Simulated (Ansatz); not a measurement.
The same ligand exchange along the group Ti, Zr, Hf.

Calculated with Ansatz (gas phase, PBE0-D4/def2-TZVP geometries, no zero-point term in ΔE). CCSD(T)/CBS adds triple-zeta CCSD(T) − MP2 to the extrapolated MP2 energy (def2 sets, frozen cores). This one scheme is used for every species. DFT in def2-TZVPP. B3LYP here is the variant with VWN-RPA as its local correlation; programs differ in this. Elements past krypton have def2 core potentials. For Hf, Ti, Zr outer-core shells are correlated without core-valence functions, which leaves a few kJ/mol of doubt a bond. Scalar relativity is left out up to krypton. One conformer a species, not always the lowest.

| reaction | CCSD(T)/CBS(def2) (eV) |
| --- | --- |
| `[NH2][Ti]([Cl])([Cl])[Cl]` + HCl → titanium tetrachloride + NH₃ | -0.70 |
| `[NH2][Zr]([Cl])([Cl])[Cl]` + HCl → zirconium tetrachloride + NH₃ | -0.91 |
| `[NH2][Hf]([Cl])([Cl])[Cl]` + HCl → hafnium tetrachloride + NH₃ | ? |

Q: Fill in the missing values. (Best estimate.)

A: Ansatz gave: `[NH2][Hf]([Cl])([Cl])[Cl]` + HCl → hafnium tetrachloride + NH₃: -0.90 eV.

Largest T1 diagnostic: 0.025, for `[Cl][Ti]([Cl])([Cl])[Cl]`.
